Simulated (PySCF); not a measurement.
## Technetium: a sound run and one with changed settings

Sound run: Tc [Kr] 4d5 5s2, Tc⁺ [Kr] 4d5 5s1. All numbers are calculated (PySCF 2.14, the spin-free X2C one-electron Hamiltonian (Gaussian nucleus), in x2c-SVPall). In the sound run the correlated levels freeze [Kr]. The sound run starts from symmetry-adapted Hartree-Fock orbitals and uses a fine grid where one is needed.

A second run was set up differently.

| species | method | sound run (hartree) | changed run (hartree) | converged |
| --- | --- | --- | --- | --- |
| Tc | MP2 | -4282.74087 | -4282.99750 | yes |
| Tc⁺ | MP2 | -4282.50275 | -4282.75355 | yes |

Ionisation energy of Tc:

```csv
method,sound run (eV),changed run (eV)
UHF,5.568,5.568
MP2,6.480,6.638
SCS-MP2,6.669,6.718
```

Q: What was changed?
A. minimal basis
B. basis contracted for another Hamiltonian
C. all electrons correlated in a valence basis
D. level shift left on

A: C. A valence basis has no tight correlating functions, so it recovers only part of the core correlation, and not evenly between atom and ion.
